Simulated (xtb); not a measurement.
B(AsH2)(H)(OH) (AsBH₄O), SMILES OB[AsH2]. All values are semi-empirical tight-binding results from xtb (GFN2-xTB unless named), good for trends rather than for accurate numbers. Geometry: GFN2-xTB. Other conformers were not sampled.

Optimised geometry:

```xyz
7

B     -1.2418     0.3570    -0.2036
As     0.6027    -0.4921     0.0039
H      0.1613    -1.3127     1.1793
H      1.1016     0.5797     0.9513
H     -2.1807    -0.3046    -0.4636
O     -1.4987     1.6553    -0.1094
H     -0.7738     2.2496     0.0990
```

Computed properties:
```json
{
 "orbital_gap": "4.13 eV",
 "zero_point_energy": "25.4 kcal/mol",
 "G − E(el) at 298.15 K (modified RRHO)": "7.8 kcal/mol",
 "static polarisability (D4 model)": "51.3 bohr³",
 "solvation energy, GFN2-xTB/ALPB(water)": "-5.0 kcal/mol",
 "solvation energy, GFN2-xTB/ALPB(octanol)": "-6.0 kcal/mol"
}
```

Computed atomic charges and the Wiberg bond orders between heavy atoms:
charges (e) B1 0.30, As2 0.01, H3 -0.04, H4 -0.06, H5 -0.11, O6 -0.42, H7 0.30. Bond orders B1–As2 0.99, B1–O6 1.34.
